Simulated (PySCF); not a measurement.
PySCF input file for thiourea (CH₄N₂S), SMILES NC(N)=S, TDA-CAM-B3LYP/def2-SVPD. Coordinates come from a B3LYP-D3(BJ)/def2-SVP optimisation. The values are those of a single conformer.

```python
import numpy as np
from pyscf import gto, scf, dft, tdscf

mol = gto.M(
    atom='''
    N    -0.05077916   -1.14994975    1.04857346
    C    -0.00000000   -0.00000000    0.31508650
    N     0.05077916    1.14994974    1.04857348
    S     0.00000000    0.00000001   -1.35255797
    H     0.26836788   -1.15989562    2.01169763
    H     0.04850637   -2.00954372    0.52349235
    H    -0.26836788    1.15989559    2.01169766
    H    -0.04850637    2.00954370    0.52349239
    ''',
    basis='def2-SVPD',
    charge=0,
    spin=0,
    symmetry=True,
    max_memory=1600,
    verbose=4,
)
mf = dft.RKS(mol, xc='cam-b3lyp').density_fit(auxbasis='def2-universal-jkfit')
mf.grids.level = 3
mf.conv_tol = 1e-9
mf.max_cycle = 100
mf.kernel()
mf.grids = dft.Grids(mol).set(level=1).build(with_non0tab=True)  # coarser grid for the response kernel
td = tdscf.TDA(mf)
td.singlet = True
td.nstates = 10
td.conv_tol = 1e-4
td.positive_eig_threshold = 1e-6
td.kernel(x0=td.get_init_guess(mf, 15))
td.analyze()
tt = tdscf.TDA(mf)
tt.singlet = False
tt.nstates = 4
tt.conv_tol = 1e-4
tt.positive_eig_threshold = 1e-6
tt.kernel(x0=tt.get_init_guess(mf, 9))
tt.analyze(verbose=3)
```

Log of the run:

```
PySCF version 2.14.0

[INPUT] verbose = 4
[INPUT] num. atoms = 8
[INPUT] num. electrons = 40
[INPUT] charge = 0
[INPUT] spin (= nelec alpha-beta = 2S) = 0
[INPUT] symmetry True subgroup None
[INPUT] Mole.unit = angstrom
[INPUT] Symbol           X                Y                Z      unit          X                Y                Z       unit  Magmom
[INPUT]  1 N     -0.050779160000  -1.149949750000   1.048573460000 AA   -0.095958705235  -2.173090084512   1.981516660888 Bohr   0.0
[INPUT]  2 C      0.000000000000   0.000000000000   0.315086500000 AA    0.000000000000   0.000000000000   0.595427190548 Bohr   0.0
[INPUT]  3 N      0.050779160000   1.149949740000   1.048573480000 AA    0.095958705235   2.173090065615   1.981516698682 Bohr   0.0
[INPUT]  4 S      0.000000000000   0.000000010000  -1.352557970000 AA    0.000000000000   0.000000018897  -2.555964130898 Bohr   0.0
[INPUT]  5 H      0.268367880000  -1.159895620000   2.011697630000 AA    0.507141793830  -2.191885054883   3.801557566137 Bohr   0.0
[INPUT]  6 H      0.048506370000  -2.009543720000   0.523492350000 AA    0.091663754597  -3.797487266140   0.989257169805 Bohr   0.0
[INPUT]  7 H     -0.268367880000   1.159895590000   2.011697660000 AA   -0.507141793830   2.191884998191   3.801557622828 Bohr   0.0
[INPUT]  8 H     -0.048506370000   2.009543700000   0.523492390000 AA   -0.091663754597   3.797487228345   0.989257245394 Bohr   0.0

nuclear repulsion = 157.069101894313
point group symmetry = C2
symmetry origin: [-3.46944695e-19  1.88972615e-09  4.25188370e-09]
symmetry axis x: [1.00000000e+00 1.41672776e-09 5.36559618e-11]
symmetry axis y: [ 1.41672776e-09 -1.00000000e+00 -3.43039198e-09]
symmetry axis z: [-5.36559570e-11 -3.43039197e-09  1.00000000e+00]
num. orbitals of irrep A = 63
num. orbitals of irrep B = 56
number of shells = 51
number of NR pGTOs = 175
number of NR cGTOs = 119
basis = def2-SVPD
ecp = {}


[settings echo left out]
init E= -548.437454991342
HOMO (B) = -0.294694141073559  LUMO (B) = -0.0317810092696287  gap/eV = 7.15423
cycle= 1 E= -547.87314582855  delta_E= 0.564  |g|= 0.482  |ddm|= 3.88
HOMO (B) = -0.201075131364024  LUMO (B) = -0.00519391417664217  gap/eV = 5.33020
cycle= 2 E= -547.849556067507  delta_E= 0.0236  |g|= 0.612  |ddm|= 1.59
HOMO (B) = -0.261699739728118  LUMO (B) = 0.0288889506060066  gap/eV = 7.90732
cycle= 3 E= -547.948240541008  delta_E= -0.0987  |g|= 0.0786  |ddm|= 0.819
HOMO (B) = -0.273972441894913  LUMO (B) = 0.0174475047660803  gap/eV = 7.92994
cycle= 4 E= -547.949541331394  delta_E= -0.0013  |g|= 0.0281  |ddm|= 0.11
HOMO (B) = -0.274620795256382  LUMO (B) = 0.0209485441251305  gap/eV = 8.04285
cycle= 5 E= -547.949722734763  delta_E= -0.000181  |g|= 0.00753  |ddm|= 0.0708
HOMO (B) = -0.273194298522998  LUMO (B) = 0.0216348598638558  gap/eV = 8.02271
cycle= 6 E= -547.949738284044  delta_E= -1.55e-05  |g|= 0.00192  |ddm|= 0.013
HOMO (B) = -0.27362559000041  LUMO (B) = 0.0214032040451104  gap/eV = 8.02814
cycle= 7 E= -547.94973974159  delta_E= -1.46e-06  |g|= 0.000412  |ddm|= 0.00801
HOMO (B) = -0.273609622034075  LUMO (B) = 0.0214276349384459  gap/eV = 8.02837
cycle= 8 E= -547.949739876902  delta_E= -1.35e-07  |g|= 0.00013  |ddm|= 0.00223
HOMO (B) = -0.273633261374469  LUMO (B) = 0.0214274903192835  gap/eV = 8.02901
cycle= 9 E= -547.94973989002  delta_E= -1.31e-08  |g|= 3.19e-05  |ddm|= 0.000705
HOMO (B) = -0.273637946520439  LUMO (B) = 0.0214285997861632  gap/eV = 8.02917
cycle= 10 E= -547.949739890672  delta_E= -6.53e-10  |g|= 7.29e-06  |ddm|= 0.000114
HOMO (B) = -0.273638570238173  LUMO (B) = 0.0214293476012508  gap/eV = 8.02921
Extra cycle  E= -547.949739890711  delta_E= -3.85e-11  |g|= 4.24e-06  |ddm|= 2.42e-05
converged SCF energy = -547.949739890711
tot grids = 31624
Overwritten attributes  positive_eig_threshold  of <class 'pyscf.tdscf.rks.TDA'>


******** <class 'pyscf.tdscf.rks.TDA'> for <class 'pyscf.df.df_jk.DFSymAdaptedRKS'> ********
nstates = 10 singlet
deg_eia_thresh = 1.000e-03
wfnsym = None
conv_tol = 0.0001
eigh lindep = 1e-12
eigh level_shift = 0
eigh max_cycle = 100


Excitation energies (eV)
[4.04460185 5.42391167 5.63152878 5.79700124 6.52974979 6.78467527
 6.83136627 6.94407875 6.95014665 7.20913188]

** Singlet excitation energies and oscillator strengths **
Excited State   1:    A      4.04460 eV    306.54 nm  f=0.0003
      19 -> 21       -0.10867
      20 -> 21       -0.68831
Excited State   2:    A      5.42391 eV    228.59 nm  f=0.2712
      19 -> 21        0.65528
      20 -> 21       -0.11945
      20 -> 23        0.15605
Excited State   3:    B      5.63153 eV    220.16 nm  f=0.0585
      19 -> 22        0.19669
      20 -> 22       -0.64555
      20 -> 24        0.14876
Excited State   4:    B      5.79700 eV    213.88 nm  f=0.0257
      19 -> 22        0.65374
      19 -> 24       -0.12430
      20 -> 22        0.18392
Excited State   5:    B      6.52975 eV    189.88 nm  f=0.0010
      20 -> 24       -0.57713
      20 -> 25        0.33590
      20 -> 29       -0.12476
      20 -> 34        0.13482
Excited State   6:    B      6.78468 eV    182.74 nm  f=0.0055
      19 -> 22       -0.10814
      19 -> 24       -0.62363
      19 -> 25        0.12177
      19 -> 29       -0.15384
      19 -> 34        0.10694
      20 -> 25        0.15623
Excited State   7:    A      6.83137 eV    181.49 nm  f=0.0096
      18 -> 22        0.29822
      19 -> 23        0.55345
      20 -> 23       -0.29023
Excited State   8:    B      6.94408 eV    178.55 nm  f=0.0132
      18 -> 21        0.18382
      19 -> 24       -0.15695
      20 -> 22       -0.18254
      20 -> 24       -0.27862
      20 -> 25       -0.55900
Excited State   9:    A      6.95015 eV    178.39 nm  f=0.0065
      19 -> 21        0.13468
      19 -> 23       -0.29218
      19 -> 27       -0.18997
      20 -> 23       -0.55445
      20 -> 26        0.19381
Excited State  10:    B      7.20913 eV    171.98 nm  f=0.2338
      18 -> 21       -0.62919
      19 -> 25        0.19311
      20 -> 25       -0.16115

** Transition electric dipole moments (AU) **
state          X           Y           Z        Dip. S.      Osc.
  1         0.0000     -0.0000      0.0581      0.0034      0.0003
  2         0.0000     -0.0000      1.4285      2.0405      0.2712
  3         0.1130     -0.6413     -0.0000      0.4240      0.0585
  4         0.1206      0.4080      0.0000      0.1810      0.0257
  5        -0.0181     -0.0768      0.0000      0.0062      0.0010
  6         0.1589     -0.0882      0.0000      0.0330      0.0055
  7         0.0000      0.0000      0.2400      0.0576      0.0096
  8        -0.1076      0.2571     -0.0000      0.0777      0.0132
  9        -0.0000     -0.0000      0.1959      0.0384      0.0065
 10        -0.1767      1.1369      0.0000      1.3238      0.2338

** Transition velocity dipole moments (imaginary part, AU) **
state          X           Y           Z        Dip. S.      Osc.
  1         0.0000     -0.0000      0.0007      0.0000      0.0000
  2         0.0000     -0.0000      0.0680      0.0046      0.0155
  3        -0.0066     -0.0881     -0.0000      0.0078      0.0252
  4        -0.0072      0.0541      0.0000      0.0030      0.0093
  5         0.0069     -0.0831      0.0000      0.0070      0.0193
  6        -0.0001     -0.0372      0.0000      0.0014      0.0037
  7         0.0000      0.0000      0.0196      0.0004      0.0010
  8        -0.0260      0.0713      0.0000      0.0058      0.0150
  9         0.0000     -0.0000     -0.0145      0.0002      0.0006
 10        -0.0766      0.1428      0.0000      0.0263      0.0661

** Transition magnetic dipole moments (imaginary part, AU) **
state          X           Y           Z
  1        -0.0000      0.0000      0.6324
  2        -0.0000     -0.0000     -0.0877
  3         0.8639      0.3721      0.0000
  4        -0.4267      0.6165      0.0000
  5        -0.3571     -0.0736      0.0000
  6         0.0504      0.1942     -0.0000
  7        -0.0000     -0.0000      0.4166
  8        -0.3233     -0.0251     -0.0000
  9        -0.0000     -0.0000     -0.0717
 10        -0.0804     -0.2968      0.0000


******** <class 'pyscf.tdscf.rks.TDA'> for <class 'pyscf.df.df_jk.DFSymAdaptedRKS'> ********
nstates = 4 triplet
deg_eia_thresh = 1.000e-03
wfnsym = None
conv_tol = 0.0001
eigh lindep = 1e-12
eigh level_shift = 0
eigh max_cycle = 100


Excitation energies (eV)
[3.66513694 3.81137681 5.45391901 5.64166598]

** Triplet excitation energies and oscillator strengths **
Excited State   1:    A      3.66514 eV    338.28 nm  f=0.0000
Excited State   2:    A      3.81138 eV    325.30 nm  f=0.0000
Excited State   3:    B      5.45392 eV    227.33 nm  f=0.0000
Excited State   4:    B      5.64167 eV    219.77 nm  f=0.0000
```

The run converged.
